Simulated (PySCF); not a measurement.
Structure problem from calculated spectra and properties.

Formula: C8H12O2Si.

| Quantity | Value |
| --- | --- |
| UV, strongest line | among the 10 lowest singlet transitions: S10 at 6.60 eV (188 nm, f = 0.111) [TDDFT B3LYP/def2-SVPD] |
| Rotational structure | rotational constants A, B, C: 1.045, 0.738, 0.714 GHz [PBE0-D3(BJ)/def2-SVP] |
| 1H NMR | chemical shifts (computed TMS as zero) by class: 6.32 (1 H), 6.28 (1 H), 6.25 (1 H), 6.24 (3 H), 6.13 (3 H), 2.11 (3 H) ppm [GIAO B3LYP/pcSseg-1] |
| NMR, other nuclei | isotropic shieldings of nuclei other than C and H, by class: -143 (1 O), 117 (1 O), 352 (1 Si) ppm [GIAO B3LYP/pcSseg-1] |
| UV, first state | lowest singlet excitation: 5.66 eV (219 nm, f = 0.001) [TDDFT B3LYP/def2-SVPD] |
| Polarisability | 127.7 au [B3LYP/def2-SVPD] |
| Dipole | 1.84 D [B3LYP/def2-SVPD] |
| 13C NMR | chemical shifts (computed TMS as zero) by class: 176.2 (1 C), 144.6 (3 C), 141.6 (3 C), 23.2 (1 C) ppm [GIAO B3LYP/pcSseg-1] |
| XPS | Si2p3/2 106.8, C1s 290.0 (×3), C1s 290.3 (×3), C1s 291.2, C1s 294.5, O1s 537.4, O1s 538.4, Si1s 1846.7 eV [ΔSCF SCAN, pcX-2 on the ionised atom, pcseg-1 elsewhere, spin-free X2C, 2p3/2 from a spin–orbit splitting computed afterwards within the 2p shell] |
| Triplet | lowest triplet excitation (Tamm–Dancoff): 4.17 eV [TDA B3LYP/def2-SVPD] |

Electronic properties: PySCF, gas phase, density fitting. Levels stand in brackets. Isolated species at its PBE0-D3(BJ)/def2-SVP geometry (one conformer only). Each NMR value is the plain mean over a class of atoms that symmetry, rotation or inversion makes alike.

Question: Give a SMILES that accounts for the data.

Answer: 8 carbons fall into 4 classes; from least to most shielded: carbon bonded to C and 2 O (176.2 ppm), carbon bonded to C and 2 H (144.6 ppm, 3 C, up to 2.4 ppm apart in this geometry), carbon bonded to C, Si and H (141.6 ppm, 3 C, up to 6.3 ppm apart in this geometry), carbon bonded to C and 3 H (23.2 ppm). Hydrogen classes from least to most shielded: 1 H on a carbon bonded to C and 2 H (6.32 ppm), 1 H on a carbon bonded to C and 2 H (6.28 ppm), 1 H on a carbon bonded to C and 2 H (6.25 ppm), 3 H on 3 like atoms (carbon bonded to C, Si and H) (6.24 ppm, a mean of values up to 0.7 ppm apart in this geometry), 3 H on 3 like atoms (carbon bonded to C and 2 H) (6.13 ppm), 3 H on a carbon bonded to C and 3 H (2.11 ppm, a mean of values up to 0.5 ppm apart in this geometry). The other shieldings belong to: -143 ppm, oxygen bonded to C; 117 ppm, oxygen bonded to C and Si; 352 ppm, silicon bonded to 3 C and O. The core levels belong to: Si2p3/2 106.8 eV, silicon bonded to 3 C and O; C1s 290.0 eV, carbon bonded to C, Si and H; C1s 290.3 eV, carbon bonded to C and 2 H; C1s 291.2 eV, carbon bonded to C and 3 H; C1s 294.5 eV, carbon bonded to C and 2 O; O1s 537.4 eV, oxygen bonded to C; O1s 538.4 eV, oxygen bonded to C and Si; Si1s 1846.7 eV, silicon bonded to 3 C and O. One atom of each topological class was ionised and stands for its class. The hole state at 294.5 eV has ⟨S²⟩ = 0.82 against 0.75, so that value is less sure. The optimised geometry has point group C1 and is an asymmetric top. Structure: Si(vinyl)3(OAc) (`[Si](OC(C)=O)(C=C)(C=C)C=C`). Computed isomers that give other values at the same levels: `CO[SiH2]OCc1ccccc1` (rotational constant A: 1.606 GHz; this holds for the one conformer computed). The assignments are read from this structure; whether some other isomer fits the data as well wasn't checked.
